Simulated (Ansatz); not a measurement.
A further run on the cluster In₃Sb₂⁺.

```yaml
crystal:
  periodic: [false, false, false]
  atoms:
    - {symbol: In, position_ang: [-1.360058, 3.091672, 0.227000]}
    - {symbol: In, position_ang: [-2.333460, -0.008665, -0.159822]}
    - {symbol: In, position_ang: [3.050306, -1.688664, 0.030468]}
    - {symbol: Sb, position_ang: [-0.140191, -1.944981, -0.211553]}
    - {symbol: Sb, position_ang: [0.783403, 0.550638, 0.113917]}
basis:
  gaussian: {orbitals: def2-TZVPD}
total_charge: 1
hamiltonian: {xc: {name: wB97X-V}}
scf: {omitted_lower_state_checks: [starts]}
```

```sh
$ ansatz run in.yaml --threads 4 --pin off --events-out ev --progress --plain --max-ram 4787MiB
```

Shortened log:

```
Functional definition: wB97X-V
2419 factors; their error is unknown
609 factors; integrals over basis functions are off by at most 2.7e-5 eV
mean field evaluation 1: about -28588.5312 eV, gradient 3.0e1 eV
mean field evaluation 2: about -28588.9300 eV, gradient 3.6e1 eV
mean field evaluation 4: about -28591.4816 eV, gradient 1.7e0 eV
mean field evaluation 8: about -28591.4919 eV, gradient 1.2e-1 eV
mean field evaluation 16: about -28591.7932 eV, gradient 2.4e-3 eV
mean field -28591.79324723 eV, -1050.7290216224 hartree, gradient 3.5e-5 eV, S^2 0.000000; 0 other end points of the search recorded, 0 dependent functions left out
reference -28591.79324446 eV, -1050.7290215204 hartree; 54, 54 occupied and 226, 226 virtual orbitals, 2419 factors
Total energy: -28591.79324446 eV, -1050.7290215204 hartree
Checks for a lower state left out: starts
```

Run time 31 s (4 threads of Arm Neoverse V1 on a shared host), peak host memory 1.4 GiB.

In the def2 sets In, Sb take a core potential; there is no spin–orbit coupling. The restricted singlet is unstable towards broken spin symmetry at other levels; at RKS ωB97X-V/def2-TZVPD this wasn't settled.
